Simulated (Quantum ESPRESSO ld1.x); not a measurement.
Values are calculated unless marked as measured or tabulated.
All-electron atom: Rb V in [Ar] 3d10 4s2 4p3. Code: ld1.x of Quantum ESPRESSO 7.5. Model: Dirac Kohn-Sham, RPBE, spin-unpolarised, spherical densities, point nucleus; open shells fill j = l - 1/2 first.

Radial electron density D(r) = 4 pi r^2 rho(r):

```
   r/bohr * D(r) (the largest magnitude, 55.2, reaches the edge; | marks zero)
 0.005243 |        *
 0.006827 |             *
 0.008961 |                   *
  0.01176 |                           *
  0.01532 |                                   *
   0.0201 |                                         *
  0.02639 |                                             *
  0.03463 |                                            *
   0.0451 |                                        *
  0.05919 |                                     *
   0.0777 |                                          *
   0.1012 |                                                  *
   0.1328 |                                                      *
   0.1743 |                                             *
   0.2288 |                                *
   0.2979 |                                *
   0.3911 |                                      *
   0.5133 |                                 *
   0.6684 |                   *
   0.8773 |        *
    1.152 |     *
    1.511 |   *
    1.968 | *
    2.583 *
    3.391 *
    4.415 *
```

D(r) has 3 maxima, at r = 0.0284, 0.126, 0.414 bohr, and minima at 0.0583, 0.264 bohr, inside which lie 2.07, 11.08 electrons.
